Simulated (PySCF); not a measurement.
Worked example: chemical shift, span and skew from a shielding tensor

CH₅N₂S, SMILES [NH3+]C(=S)N, charge +1. Atoms are numbered in the order given.

```xyz
9

N      1.2458    -0.9763     0.0000
C      0.1443    -0.2175     0.0000
N     -1.1182    -1.0976     0.0000
S     -0.0543     1.3856     0.0000
H      1.2559    -1.9921     0.0000
H      2.1472    -0.5039     0.0000
H     -1.9247    -0.4532     0.0000
H     -1.1847    -1.6988     0.8386
H     -1.1847    -1.6988    -0.8386
```
Charge +1, spin multiplicity 1.

Geometry: B3LYP-D3(BJ)/def2-SVP. The isomer is the one that the SMILES or the coordinates give; other isomers of the formula were not compared. Other conformers were not sampled.

GIAO shieldings from KT2/pcSseg-1 in PySCF, non-relativistic, no solvent. The symmetric part of the tensor of N1 has the principal values 27.4, 159.6, 198.9 ppm. The same nucleus in NH3 has σ = 266.2 ppm at this level (PySCF, at its B3LYP-D3(BJ)/def2-TZVP geometry).

Work out the isotropic shielding, the ¹⁵N shift against NH3, the span and the skew.


σ(iso) = (σ11 + σ22 + σ33)/3 = 128.6 ppm. δ = σ(ref) − σ(iso) = 266.2 − (128.6) = 137.6 ppm.
Span Ω = σ33 − σ11 = 171.5 ppm. Skew κ = 3(σ(iso) − σ22)/Ω = -0.54. Tumbling in solution averages the tensor to δ; in a static solid the shielding alone would spread this spin-1/2 line over Ω.
